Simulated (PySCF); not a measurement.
Isomers C7H9NOSi:

A. `C#C[SiH2]OCn1cccc1`
B. SMILES CC#C[SiH2]O/C(C#N)=C/C
C. SMILES C#CC[SiH2]/C=C(/C#N)OC

Spectrum 1. ¹H NMR (500 MHz, computed): δ 6.19 (t, 1H), 4.41 (m, 2H), 4.07 (s, 3H), 1.96 (m, 2H), 1.22 (t, 1H). ¹³C{¹H} NMR (computed): δ 150.4 (C), 124.4 (CH), 118.2 (C), 85.5 (C), 73.7 (CH), 58.6 (CH3), 1.6 (CH2).

Spectrum 2. ¹H NMR (500 MHz, computed): δ 6.76 (m, 2H), 6.54 (m, 2H), 5.65 (s, 2H), 4.54 (d, 2H), 1.82 (t, 1H). ¹³C{¹H} NMR (computed): δ 123.5 (CH), 116.8 (CH), 101.9 (CH), 87.3 (C), 76.5 (CH2).

Spectrum 3. ¹H NMR (500 MHz, computed): δ 6.26 (q, 1H), 5.07 (s, 2H), 2.14 (d, 3H), 2.13 (s, 3H). ¹³C{¹H} NMR (computed): δ 135.3 (CH), 131.9 (C), 118.3 (C), 116.1 (C), 83.1 (C), 17.4 (CH3), 6.0 (CH3).

- GFN2-xTB structure
- σ from GIAO-PBE0/pcSseg-1
- code: PySCF
- a single conformation, no solvent, non-relativistic, averaged over atoms made equivalent by symmetry, fast rotation or ring inversion

Referencing at the same level of theory: ¹H, ¹³C vs TMS. Where no couplings were computed, multiplicities follow the n + 1 count of equivalent neighbours, and m marks all less simple cases (inequivalent or close neighbours, rings, F or P nearby). Shifts are as computed. Against solution values, carbons near 30 ppm lie about +3 ppm off and those near 130 ppm about +5 ppm. Of 1309 compounds with measured shifts, 239 miss one by over three times the rms of a fit or turn the order of signals round; such compounds aren't used in these exercises.

Q: Which spectrum belongs to which compound?

A: 1–C, 2–A, 3–B.

- Spectrum 1 (C): 7 ¹³C signals; δC 150.4 is an alkene carbon bearing oxygen; δC 118.2 is a nitrile carbon.
- Spectrum 2 (A): 5 ¹³C signals; δC 101.9 is a terminal alkyne carbon; δC 87.3 is an alkyne carbon.
- Spectrum 3 (B): 7 ¹³C signals; δC 131.9 is an alkene carbon bearing oxygen; δC 118.3 is a nitrile carbon.
